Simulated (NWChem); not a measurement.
cyclopentanone (C$_{5}$H$_{8}$O); SMILES O=C1CCCC1

All runs: NWChem. Pople sets run with spherical d functions. Each level has its own optimisation; frequencies are unscaled. Brackets give each atom's bonded neighbours. One conformer.

```csv
level,r C–O (Å),r C–C [C(CCHH)–C(CCO)] (Å),highest harmonic frequency (cm⁻¹),lowest (cm⁻¹),zero-point energy (kcal/mol),dipole (D)
Hartree-Fock/STO-3G,1.215,1.551,3742,95,90.9,1.97
Hartree-Fock/3-21G,1.207,1.529,3293,93,81.8,3.22
Hartree-Fock/6-31G*,1.189,1.523,3285,103,81.9,3.28
B3LYP/6-31G*,1.211,1.535,3120,98,76.4,2.89
"LDA (Slater exchange, VWN5)/def2-SVP",1.207,1.518,3054,106,73.5,2.78
PBE/def2-SVP,1.215,1.537,3056,97,73.6,2.69
BLYP/def2-SVP,1.217,1.548,3027,95,73.3,2.66
PBE0/def2-SVP,1.202,1.524,3149,98,76.3,2.87
```
